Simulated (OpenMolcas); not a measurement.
Co3+: effect of the active space

| Item | Value |
| --- | --- |
| Program | OpenMolcas 26.06 |
| Method | CASSCF or its RAS form |
| Basis | ANO-R2 |
| Scalar Hamiltonian | X2C, finite nucleus |
| Spin-orbit coupling | RASSI with atomic mean-field integrals over the reference wave functions, term energies averaged over their components |

A. 6 electrons in 5 orbitals (3d); 2S+1 = 5 even, 5 roots; 2S+1 = 3 even, 45 roots; 2S+1 = 1 even, 50 roots; cost of the order of 20 core-seconds
B. 12 electrons in 8 orbitals (RAS1 3p, at most 2 holes; RAS2 3d); 2S+1 = 5 even, 5 roots; 2S+1 = 3 even, 45 roots; 2S+1 = 1 even, 44 roots; cost roughly 27 core-seconds

Energies in cm-1 above 3d6 5D4, the measured ground level; measured values from Sugar and Corliss, J. Phys. Chem. Ref. Data 10, 1097 (1981).

```json
{"Level": "3d6 5D4", "A": "0.0", "B": "0.0", "Measured": "0.0"}
{"Level": "3d6 5D3", "A": "616", "B": "621", "Measured": "639"}
{"Level": "3d6 5D2", "A": "1050", "B": "1053", "Measured": "1078"}
{"Level": "3d6 5D1", "A": "1329", "B": "1329", "Measured": ""}
{"Level": "3d6 5D0", "A": "1467", "B": "1465", "Measured": "1494"}
{"Level": "3d6 3H6", "A": "26201", "B": "28060", "Measured": "23680"}
{"Level": "3d6 3H5", "A": "26518", "B": "28352", "Measured": "24032"}
{"Level": "3d6 3H4 [75 %]", "A": "26751", "B": "28694", "Measured": ""}
{"Level": "3d6 3P2(1)", "A": "28628", "B": "24910", "Measured": "22883"}
{"Level": "3d6 3F4(1) [72 %]", "A": "29980", "B": "28232", "Measured": ""}
{"Level": "3d6 3F3(1)", "A": "30328", "B": "28726", "Measured": "25736"}
{"Level": "3d6 3P1(1)", "A": "30432", "B": "26754", "Measured": "24729"}
{"Level": "3d6 3F2(1)", "A": "30588", "B": "28965", "Measured": "25969"}
{"Level": "3d6 3P0(1)", "A": "31177", "B": "27478", "Measured": "25449"}
{"Level": "3d6 3G5", "A": "33059", "B": "33332", "Measured": "29022"}
{"Level": "3d6 3G4", "A": "33641", "B": "33850", "Measured": "29592"}
{"Level": "3d6 3G3", "A": "33893", "B": "34094", "Measured": "29868"}
{"Level": "3d6 1I6", "A": "39478", "B": "42176", "Measured": "35943"}
{"Level": "3d6 1G4(1)", "A": "41700", "B": "39841", "Measured": "36683"}
{"Level": "3d6 3D1", "A": "42725", "B": "40655", "Measured": ""}
{"Level": "3d6 3D2", "A": "42757", "B": "40678", "Measured": ""}
{"Level": "3d6 3D3", "A": "42930", "B": "40874", "Measured": "36554"}
{"Level": "3d6 1F3", "A": "59712", "B": "57695", "Measured": "50630"}
{"Level": "3d6 3P0(2)", "A": "70243", "B": "65474", "Measured": "58321"}
```

Deviations, from unrounded energies. A percentage is the sum of absolute deviations over the sum of measured energies, with the sign that they share, or ± where signs differ.

```
                        Against measurement  Levels      A      B
             mean absolute deviation (cm-1)      18   4400   3400
      fine structure of the ground term (%)       3   -2.4   -2.2
other terms of the ground configuration (%)      15  +16.6  +12.8
```

B lies closest to measurement on these levels. The largest miss of B in the table is 3d6 3P0(2), by +7200 cm-1. The ranking rests on the paired levels alone, and a cruder setting can come out closer through cancelling errors.

The spin-orbit steps hold different terms of 3d6 (B lacks a 1D, a 1S), which shifts levels as well.

Between A and B the level of the table that moves most is 3d6 3P0(2), by 4800 cm-1 (lowest in B, highest in A).

Without dynamic correlation excited terms often stand tens of per cent too high (terms of higher spin than the ground term too low), and those without a measured partner can miss by more than the paired ones. Active for correlation alone: 3p; no level in the range computed is led by a configuration that opens it, so any true level of that kind is missing (holds for B). Measured partners are found by configuration, term and J. A level has none where our copy of the source lacks it or the pairing is in doubt (some pairs that miss far off the trend of their configuration count as doubtful), and it then counts in no deviation. Levels of configurations outside the active space are missing. Levels that lie high or do not pair safely by name in every column are left out.

A share in square brackets marks a mixed level and gives the weight of the term that names it, the lowest over the columns. A number in round brackets counts repeated terms of one configuration in the order of the reference energies.
